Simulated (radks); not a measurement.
Results of a calculation; reference values are marked as such.
Coulomb parameter of the 4d shell of the molybdenum ion Mo3+ in the model configuration [Kr] 4d2 5p1, as a second difference U = [E(n + 1) + E(n - 1) - 2 E(n)] / (1)^2 with all orbitals relaxed. "Bare": the charge of the atom changes with n. "Screened": the 5p shell takes up the change at fixed total charge, which measures U(4d,4d) + U(5p,5p) - 2 U(4d,5p). Level of theory: Dirac Kohn-Sham, LDA (Slater exchange, Perdew-Wang correlation), spin-unpolarised, spherical densities, finite nucleus; open shells are shared between the two j in proportion to 2j + 1; Fermi nuclear charge, rms radius 4.4091 fm (a radial shooting solver on a logarithmic mesh with Libxc functionals).

| case | configuration | E - E(n) (eV) |
|---|---|---|
| start | [Kr] 4d2 5p1 | 0.000 |
| bare +1 | [Kr] 4d3 5p1 | -31.078 |
| bare -1 | [Kr] 4d1 5p1 | 44.140 |
| screened +1 | [Kr] 4d3 | -13.287 |
| screened -1 | [Kr] 4d1 5p2 | 15.601 |

U(bare) = 13.061 eV, U(screened by 5p) = 2.315 eV.
